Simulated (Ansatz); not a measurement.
System: sum formula BeHCl, net charge 0, singlet state. 
Structure (B3LYP-D3(BJ)/def2-TZVP (Ansatz, a program for electronic structure) minimum search):
```xyz
3

Be     0.0000     0.0000    -1.3353
H      0.0000     0.0000    -2.6579
Cl     0.0000     0.0000     0.4705
```
Charge 0, spin multiplicity 1.

Basis-set convergence of Hartree-Fock and CCSD correlation energies (hartree) with Ansatz. Valence correlation only, unless marked. No spin-orbit coupling. No relativistic terms.

| basis | functions | E(HF) | E(corr, CCSD) |
|---|---|---|---|
| def2-SVPD | 47 | -474.62736 | -0.20089 |
| def2-TZVPPD | 90 | -474.79762 | -0.25993 |
| def2-QZVPPD | 148 | -474.81380 | -0.28273 |

Extrapolating the two largest sets (X = 3 and 4) as X^-3: E(corr) = (64·(-0.28273) - 27·(-0.25993))/37 = -0.2994 Eh, an estimate of the basis-set limit. The largest set recovers 94.4 % of it, the smallest 67.1 %.
